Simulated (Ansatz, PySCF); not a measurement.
Species: sum formula SiH2I, charge 0, multiplicity 2. It need not be the lowest isomer of its formula. 
Coordinates optimised at B3LYP-D3(BJ)/def2-TZVP (Ansatz, a first-principles code):
```xyz
4

Si     1.5352    -1.0689     0.0586
I     -0.4626     0.3547    -0.0178
H      1.4701    -1.9119     1.2798
H      1.5547    -1.9240    -1.1557
```
Charge 0, spin multiplicity 2.

Quantity: vertical ionisation energy (to the singlet state of charge +1; each state is the SCF solution reached for its spin; for the singlet T1 is 0.031), in eV. Cores are frozen in the correlated levels unless marked. Open shells are spin-unrestricted. No spin-orbit coupling. The frozen core is the preceding noble-gas configuration, with the filled d and f shells of earlier blocks. Past Kr the def2 sets carry scalar-relativistic core potentials. Basis-set limits of correlation are two-point, X^-3; Hartree-Fock from the larger set. [CCSD(T)-MP2]/basis is that difference in the basis named.

```
level                                                          program  vertical ionisation energy (eV)  minus last row
-------------------------------------------------------------  -------  -------------------------------  --------------
HF/def2-SVPD                                                    Ansatz                             8.48            0.00
r2SCAN/def2-TZVPD                                               Ansatz                             8.61            0.13
wB97M-V/def2-TZVPD                                              Ansatz                             8.48            0.00
MP2/def2-TZVPPD                                                 Ansatz                             8.45           -0.03
RI-MP2/def2-TZVPPD                                              Ansatz                             8.45           -0.03
CCSD/def2-SVPD                                                  Ansatz                             8.41           -0.07
RI-MP2/CBS(def2-TZVPPD,def2-QZVPPD)+[CCSD(T)-MP2]/def2-TZVPPD   Ansatz                             8.48            0.00
```

For comparison, minus the highest occupied orbital energy (PySCF): 7.38 eV at M06-2X/def2-TZVPD, 5.74 eV at r2SCAN/def2-TZVPD, 6.78 eV at MN15/def2-TZVPD.
